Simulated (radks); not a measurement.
Values are calculated unless marked as measured or tabulated.
Q: These are the eigenvalues of the occupied orbitals of an atom or ion with whole-number occupations (Ry). Level of theory: scalar-relativistic Kohn-Sham, HCTH/407, spin-unpolarised, spherical densities, finite nucleus; Fermi nuclear charge, rms radius of each element as measured or else 0.836 A^(1/3) + 0.57 fm (a radial shooting solver on a logarithmic mesh with Libxc functionals).

| orbital | eigenvalue |
|---|---|
| 1s | -324.1857 |
| 2s | -36.13148 |
| 2p | -29.84818 |
| 3s | -5.22429 |
| 3p | -3.64382 |
| 3d | -1.34219 |

Which element is it, and in what charge state? The configuration may be excited.

A: Z = 21, scandium, charge +2: Sc2+ in [Ar] 3d1. The list shows which subshells hold electrons but not how many an open one holds; the 1s level, -162.09 hartree, gives Z - s = 18.0 by -(Z - s)^2/2, which with screening and relativity narrows Z to a few neighbours, and the depths of the outer levels then fix element, charge and occupations together.
